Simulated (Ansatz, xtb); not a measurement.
Noncovalent pair: C2H2 (SMILES C#C) (first 4 atoms) with H2S (SMILES S); geometry from B3LYP-D3(BJ)/def2-TZVP, rigid monomers moved along the line of their centres of mass till C2···H7 is 2.40 Å.
(charge 0, multiplicity 1):
```xyz
7

C      0.51859     0.27176    -0.15663
C     -0.59238    -0.14862    -0.00710
H      1.50477     0.64605    -0.28864
H     -1.57911    -0.52088     0.12656
S      0.15002     0.80785     3.50045
H      0.64021    -0.42640     3.69717
H      0.05095     0.62115     2.17287
```

Counterpoise-corrected where a basis set is named; no monomer relaxation.

Cores are frozen in the correlated methods.

Codes used: Ansatz (a first-principles code) with Gaussian orbitals; xtb for the GFN methods. Each number belongs to the level named beside it.

Problem. What interaction energy does GFN-FF give?

Solution. -6 kJ/mol
